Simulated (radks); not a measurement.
Spherical quantum dot in the effective-mass picture: electrons in a hard-walled sphere of radius 1.53, all in effective atomic units (hartree* = m*/eps^2 hartree, bohr* = eps/m* bohr), one dielectric constant everywhere. Calculated with a radial shooting solver with Libxc functionals: non-relativistic Kohn-Sham, r2SCAN, spin-polarised, spherical densities, generalised Kohn-Sham scheme. Levels are named by radial order and angular momentum (1s, 1p, 1d, 2s, ...), and open shells are averaged over m.

N = 17, configuration 1s2 1p6 1d(up 5, down 4). This is the lowest configuration that the search found. Occupied and some empty levels:

level    occupation  eigenvalue (hartree*)  <r> (bohr*)
1s up             1                 17.091       0.8978
1s down           1                 17.130       0.8964
1p up             3                 18.690       0.9836
1p down           3                 18.738       0.9830
1d up             5                 21.083        1.042
1d down           4                 21.138        1.042
2s up             0                 23.784       0.7178
2s down           0                 23.816       0.7185
1f up             0                 24.159        1.086
1f down           0                 24.219        1.086
2p up             0                 27.914       0.8109
2p down           0                 27.954       0.8108

Energy (hartree*): total 211.705, kinetic 97.651, external 0, Hartree 130.88, exchange-correlation -16.830.
